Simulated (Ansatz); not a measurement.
Total energies of C$_{2}$H$_{6}$ClO$_{2}$Y, SMILES `C[O][Y]([Cl])[O]C`.

Cartesian coordinates in Å:
```
C 2.632 -1.264 -0.032
O 1.261 -1.170 -0.231
Y -0.712 -0.938 -0.489
Cl -2.099 -2.759 -1.488
O -1.536 0.806 0.054
C -2.043 2.039 0.443
H 3.129 -1.699 -0.908
H 2.861 -1.903 0.830
H 3.077 -0.279 0.154
H -1.240 2.769 0.602
H -2.723 2.444 -0.316
H -2.607 1.953 1.381
```

Total charge 0; spin multiplicity 1. Correlated methods include outer-core shells of Y, which these sets cover unevenly. Y: def2 effective core potential. The geometry is a stationary point of PBE0-D4/def2-TZVP. It is one conformer, not always the lowest. Basis def2-TZVPP, Ansatz 0.2.0.

RPA on PBE orbitals: Hartree–Fock energy of these orbitals -726.58747 Eh, correlation -2.00765 Eh (frozen core).

```tsv
functional	energy without D4 (Eh)	D4 term (kJ/mol)
LDA (SPW92)	-725.67864	–
PBE	-728.65084	-20.6
revPBE	-728.97683	-58.1
r2SCAN	-728.97030	-5.5
B97M-V	-728.95570	–
PBE0	-728.68414	-17.8
B3LYP	-729.14651	-33.0
r2SCANh	-728.94443	-5.9
r2SCAN0	-728.90736	-6.5
LC-ωPBE	-728.86640	–
ωB97X-V	-728.94379	–
ωB97M-V	-728.92007	–
B2PLYP	-728.73088	–
PBE-QIDH	-728.51978	–
```

(1) Give the same for BLYP, HSE06 (plane-wave form), BHLYP, CAM-B3LYP. (An estimate is asked.)

B3LYP takes the VWN-RPA correlation (the form of Gaussian; ORCA's B3LYP/G). HSE06 is the plane-wave form, built on full-range PBE exchange. The double hybrids freeze the cores in their second-order part.

Answers

(1) The calculation gave: 
| functional | energy without D4 (Eh) | D4 term (kJ/mol) |
| --- | --- | --- |
| BLYP | -729.00755 | -43.6 |
| HSE06 (plane-wave form) | -728.66334 | -16.8 |
| BHLYP | -728.91170 | -28.2 |
| CAM-B3LYP | -728.99955 | -18.4 |

LC-ωPBE has ω = 0.4 bohr⁻¹.
